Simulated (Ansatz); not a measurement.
Start from `C#[C][Hf]([Cl])([Cl])[Cl]` and change one atom or group to get `[Cl][Hf]([Cl])([Cl])[I]`.

Ansatz, PBE0-D4/def2-TZVP geometries, multiplicity 1. 

Elements past krypton have def2 core potentials.

```
                                                                                  property  `C#[C][Hf]([Cl])([Cl])[Cl]`
                                                       HOMO energy (B3LYP/def2-TZVPP) / eV                        -8.50
                                          size of the dipole moment (B3LYP/def2-TZVPP) / D                         1.57
ideal-gas entropy at 298 K and 1 bar (rigid rotor, harmonic PBE0-D4/def2-TZVP) / J/(mol·K)                          412
                                                        LUMO energy (PBE0/def2-TZVPP) / eV                        -2.38
                                                     LUMO energy (ωB97M-V/def2-TZVPP) / eV                        -0.34
                                                         HOMO energy (PBE/def2-TZVPP) / eV                        -7.56
```

Q: What does the change do to each property? (Best estimate.)

A: Computed: 
| property | `[Cl][Hf]([Cl])([Cl])[I]` | shift |
| --- | --- | --- |
| HOMO energy (B3LYP/def2-TZVPP) / eV | -8.12 | 0.38 |
| size of the dipole moment (B3LYP/def2-TZVPP) / D | 0.33 | -1.24 |
| ideal-gas entropy at 298 K and 1 bar (rigid rotor, harmonic PBE0-D4/def2-TZVP) / J/(mol·K) | 406 | -6 |
| LUMO energy (PBE0/def2-TZVPP) / eV | -2.28 | 0.10 |
| LUMO energy (ωB97M-V/def2-TZVPP) / eV | -0.25 | 0.09 |
| HOMO energy (PBE/def2-TZVPP) / eV | -7.25 | 0.31 |

With PBE0 the HOMO rises by 0.37 eV and the LUMO rises by 0.10 eV, so the gap narrows by about 0.27 eV. PBE moves the HOMO by 0.31 eV and ωB97M-V by 0.52 eV. The zero-point energy changes by -45.9 kJ/mol with -6 modes. Dipoles are sizes alone; their direction can turn.

B3LYP here is the variant with VWN-RPA as its local correlation; programs differ in this.

Spin–orbit coupling is left out; it splits and shifts lone-pair levels of the heavy atoms by tenths of an eV.
